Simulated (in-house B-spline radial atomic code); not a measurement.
Checks on a self-consistent run for Se²⁺, [Ar] 3d10 4s2 4p2. Computed with an all-electron radial atomic-structure program (B-spline basis): Dirac-Hartree-Fock, average of configuration, Fermi nucleus of rms radius 4.14 fm.

```tsv
orbital	q	ε (Eh)	<1/r>	<r²>	small-component weight
1s1/2	2	-469.21693	34.5657	0.00261426	0.015178
2s1/2	2	-63.21140	7.71452	0.0449182	0.003003
2p1/2	2	-56.55357	7.64511	0.0348642	0.0029692
2p3/2	4	-55.00368	7.41232	0.0363005	0.0029042
3s1/2	2	-10.05794	2.50358	0.374542	0.00070668
3p1/2	2	-7.71365	2.37509	0.395596	0.00065163
3p3/2	4	-7.48506	2.32198	0.408865	0.00063555
3d3/2	4	-3.45384	2.0472	0.476312	0.00051444
3d5/2	6	-3.41825	2.0325	0.482667	0.00050935
4s1/2	2	-1.57424	0.756247	3.3654	9.7598e-05
4p1/2	0.66667	-1.13519	0.647889	4.50741	7.4875e-05
4p3/2	1.3333	-1.11697	0.637848	4.62816	7.3204e-05
```

Electron-electron repulsion V_ee = 924.3256 hartree.

Task: What total energy follows from the eigenvalues?

Result: The eigenvalues count the repulsion twice, so E = Σqε - V_ee = -1503.181 - 924.326 = -2427.507 hartree; the run printed -2427.507.

Task: Does the Dirac virial theorem hold?

Result: For a point nucleus E = -2c²Σq·w, with w the small-component weight. Here Σq·w = 0.064633 and c = 137.0360, so the ratio E/(-2c²Σq·w) is 1.000014; the finite nucleus accounts for the departure from 1.

Task: What diamagnetic shielding (Lamb formula) and susceptibility (Langevin formula) do the radii give?

Result: σ = (α²/3)Σq<1/r> = 171.724/(3·137.036²) = 3048.2 ppm, and χ = -0.79199×10⁻⁶·Σq<r²> = -19.16×10⁻⁶ cm³/mol with Σq<r²> = 24.194 bohr². Both are non-relativistic formulas without the paramagnetism of open shells.
